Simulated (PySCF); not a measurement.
Sb(SiH3)(TeH)2 (H5SbSiTe2), SMILES [SiH3][Sb]([TeH])[TeH].

Geometry: PBE0-D3(BJ)/def2-SVP. The def2 effective core potentials stand for the cores of Sb, Te; spin–orbit coupling is left out.

Computed with IEF-PCM-ωB97X/def2-SVP in PySCF.

The values are the electrostatic part of the solvation free energy, E(continuum) − E(gas) at the gas-phase geometry, in a cavity of scaled van der Waals radii (PySCF's table); cavitation and dispersion terms are not included. A continuum can't describe solvent molecules that bind to the metal. In vacuum the orbital gap is 8.15 eV. The dipole moment in vacuum is 1.13 D.

Computed values in water (ε = 78.36), acetonitrile (ε = 35.69), chlorobenzene (ε = 5.70):
```
solvent            ε  ΔG(elec) (kcal/mol)  dipole (D)  gap (eV)
-------------  -----  -------------------  ----------  --------
water          78.36                 -3.3        1.93      8.33
acetonitrile   35.69                 -3.2        1.90      8.32
chlorobenzene   5.70                 -2.4        1.67      8.28
```
